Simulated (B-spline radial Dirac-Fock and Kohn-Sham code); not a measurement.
# The Fe-like isoelectronic sequence (26 electrons), Z = 68 to 77

Level of theory: Dirac-Fock ΔSCF + Breit + QED; a radial finite-basis atomic code. Binding energies in eV, tabulated ground configurations ([Ar] 3d8 throughout). Correlation energy is missing from these numbers.

```
  ion       2s    2p1/2    2p3/2  outermost level  NIST ionisation energy
Er⁴²⁺  11875.2  11394.8  10481.4      3405.3 (3d)                3381 ± 4
Tm⁴³⁺  12332.2  11841.0  10864.6      3552.9 (3d)                3528 ± 4
Yb⁴⁴⁺  12799.9  12297.9  11254.8      3703.7 (3d)                3677 ± 4
Lu⁴⁵⁺  13278.5  12765.5  11652.2      3857.5 (3d)                3828 ± 4
Hf⁴⁶⁺        ?        ?        ?                ?                       ?
Ta⁴⁷⁺  14269.4  13733.8  12468.4      4174.5 (3d)                4143 ± 4
 W⁴⁸⁺  14782.0  14234.9  12887.1      4337.7 (3d)                4309 ± 4
Re⁴⁹⁺  15306.4  14747.6  13313.1      4504.0 (3d)                4468 ± 4
Os⁵⁰⁺  15842.6  15272.0  13746.3      4673.4 (3d)                4635 ± 4
Ir⁵¹⁺  16391.1  15808.4  14186.6      4846.0 (3d)                4806 ± 4
```

Problem. Fill in the row of Hf⁴⁶⁺.

Solution. 2s 13768.3, 2p1/2 13244.1, 2p3/2 12056.7, outermost 4014.4 (3d), NIST 3984 ± 4 eV.

NIST's values are for the lowest levels; a dash marks a value that is missing or belongs to another shell. Their kind here: semi-empirical, theoretical. Where a p, d or f shell is open in either ion the computed value averages over both j values and all terms, while the table refers to the lowest levels; that difference holds spin-orbit splitting (largest in heavy or highly charged ions), term energies where several electrons share open shells, and correlation, and it can reach 10 % or more.
